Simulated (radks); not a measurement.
Results of a calculation; reference values are marked as such.
The sulfur anion S-, [Ne] 3s2 3p5, held by a Watson sphere: a shell of charge +1 at radius R that stands for the Madelung well of a crystal (potential energy -1/R inside, -1/r outside, in hartree with lengths in bohr). Level of theory: scalar-relativistic Kohn-Sham, PBEsol, spin-polarised, spherical densities, point nucleus; open shells are filled with parallel spins first (a radial shooting solver on a logarithmic mesh with Libxc functionals). Response by self-consistent Sternheimer equations with the Hartree and adiabatic LDA kernel, the relativistic mass of each level held fixed and spin-orbit coupling left out. The sphere does not respond.

| R (bohr) | e(3s down) (eV) | e(3p up) (eV) | e(3p down) (eV) | <r> 3p (bohr) | sum of <r^2> (bohr^2) | X-ray form factor at sin(theta)/lambda = 0.2 1/angstrom | alpha (bohr^3) |
|---|---|---|---|---|---|---|---|
| 2.19 | -17.045 | -7.843 | -7.100 | 2.114 | 35.22 | 11.275 | 23.81 |
| 2.66 | -16.282 | -7.238 | -6.520 | 2.181 | 37.20 | 11.184 | 27.98 |
| 2.73 | -16.175 | -7.146 | -6.430 | 2.190 | 37.47 | 11.174 | 28.66 |
| 3.07 | -15.680 | -6.701 | -5.997 | 2.231 | 38.68 | 11.139 | 32.06 |
| 3.29 | -15.381 | -6.422 | -5.724 | 2.254 | 39.38 | 11.124 | 34.36 |
| 3.78 | -14.777 | -5.836 | -5.148 | 2.297 | 40.70 | 11.106 | 39.58 |
| 3.8 | -14.754 | -5.814 | -5.126 | 2.298 | 40.75 | 11.105 | 39.80 |
| 4.31 | -14.208 | -5.272 | -4.589 | 2.333 | 41.84 | 11.098 | 45.23 |
| 4.54 | -13.985 | -5.049 | -4.368 | 2.346 | 42.25 | 11.097 | 47.62 |
